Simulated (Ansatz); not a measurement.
Gas-phase electronic energies from Ansatz, PBE0-D4/def2-TZVP geometries. CBS: MP2 limit from def2 TZ/QZ plus the TZ coupled-cluster correction, frozen cores. DFT in def2-TZVPP. For Br outer-core shells are correlated without core-valence functions, which leaves a few kJ/mol of doubt a bond. Scalar relativity is left out up to krypton. Each species was taken in one conformer, which may not be the lowest.

Consider the ligand exchange at a B–Br bond: `NBBr` + dimethylamine → `CN(C)BN` + HBr.

```tsv
level	ΔE (kJ/mol)
LDA (SPW92)	-30.6
CAM-B3LYP-D4	-22.6
PBE	-12.0
BLYP	-12.6
MP2/def2-SVP	-20.5
CCSD/def2-SVP	-21.9
HF/def2-TZVPP	-5.7
CCSD(T)/def2-TZVPP	-16.3
```

(1) What does CCSD(T)/CBS give? (An estimate is asked.)

Largest T1 diagnostic among the species: 0.011.

## Answers

(1) Ansatz gave: -14.9 kJ/mol. The listed levels differ from it by -15.7, -7.7, 2.9, 2.3, -5.6, -7.0, 9.2, -1.4 kJ/mol.

Leaving LDA and LC-ωPBE aside and taking each functional with its dispersion term where it has one, the values, not all of them listed here, spread over 9.6 kJ/mol, from CAM-B3LYP-D4 to PBE-QIDH. LDA lies −18.6 kJ/mol from PBE without D4. At CCSD(T), def2-SVP lies −8.0 kJ/mol from the extrapolated value and def2-TZVPP −1.5 kJ/mol.
